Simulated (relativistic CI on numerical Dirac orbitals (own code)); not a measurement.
**Nd³⁺ (4f3) in a crystal field**

Calculated by Dirac-Coulomb-Breit CI, KLI orbitals optimised for each configuration, a model potential for QED, valence Slater integrals scaled by 0.85, one configuration in a parametric crystal field (own radial code).

Field parameters in Wybourne normalisation; cubic f-shell fields have B⁴₄ = √(5/14) B⁴₀ and B⁶₄ = −√(7/2) B⁶₀. The field is a parameter set, without covalency.

S and J are read from ⟨S²⟩ = S(S + 1) and ⟨J²⟩ = J(J + 1) of each level; they are not fictitious spins.

Oh, B40 = -620, B60 = 410 cm⁻¹, the lowest 16 levels:

```csv
E (cm⁻¹),Degeneracy,Irrep,S,J
0.0,4,Γ8,1.48,4.51
117,4,Γ8,1.48,4.51
318,2,Γ6,1.48,4.50
1918,2,Γ7,1.49,5.51
1918,2,Γ6,1.49,5.50
1923,4,Γ8,1.49,5.51
2035,4,Γ8,1.49,5.49
3840,2,Γ7,1.50,6.50
3859,4,Γ8,1.50,6.50
3861,2,Γ6,1.50,6.50
3994,4,Γ8,1.50,6.49
4009,2,Γ7,1.50,6.50
5767,4,Γ8,1.49,7.50
5854,4,Γ8,1.49,7.50
6051,2,Γ6,1.49,7.49
6092,4,Γ8,1.49,7.49
```

C2v, B20 = 260, B22 = 180, B40 = 370, B42 = 0, B44 = 160, B60 = -30, B62 = 90, B64 = -310, B66 = 230 cm⁻¹, the lowest 16 levels:

```
E (cm⁻¹)  Degeneracy     S     J
     0.0           2  1.48  4.50
    28.3           2  1.48  4.50
    84.2           2  1.48  4.50
     134           2  1.48  4.50
     164           2  1.48  4.50
    1874           2  1.49  5.50
    1884           2  1.49  5.50
    1920           2  1.49  5.50
    1946           2  1.49  5.50
    1952           2  1.49  5.50
    1956           2  1.49  5.50
    3818           2  1.50  6.50
    3827           2  1.50  6.50
    3861           2  1.50  6.50
    3892           2  1.50  6.50
    3907           2  1.50  6.50
```

Principal g values of the ground doublet: 0.92, 1.88, 4.74.

D3h, B20 = 920, B40 = -690, B60 = 30, B66 = 420 cm⁻¹, the lowest 16 levels:

```
E (cm⁻¹)  Degeneracy     S     J
     0.0           2  1.48  4.50
    42.7           2  1.48  4.50
     149           2  1.48  4.51
     190           2  1.48  4.50
     225           2  1.48  4.50
    1895           2  1.49  5.50
    1895           2  1.49  5.50
    1927           2  1.49  5.50
    1982           2  1.49  5.50
    2024           2  1.49  5.50
    2050           2  1.49  5.50
    3841           2  1.50  6.50
    3851           2  1.50  6.50
    3864           2  1.50  6.50
    3898           2  1.50  6.50
    3968           2  1.50  6.50
```

Principal g values of the ground doublet: 2.21, 2.74, 2.74.

The next free-ion level lies 1837 cm⁻¹ above the lowest; the field splits the ground level into components whose J stays near 9/2 as long as their spread is small against that gap.

Levels of this model without a field, named by their leading LS term: 4I°_9/2 0, 4I°_11/2 1837, 4I°_13/2 3793, 4I°_15/2 5826, 2H°_9/2 12831, 4F°_3/2 12990, 4F°_5/2 13988, 4S°_3/2 14824 cm⁻¹.
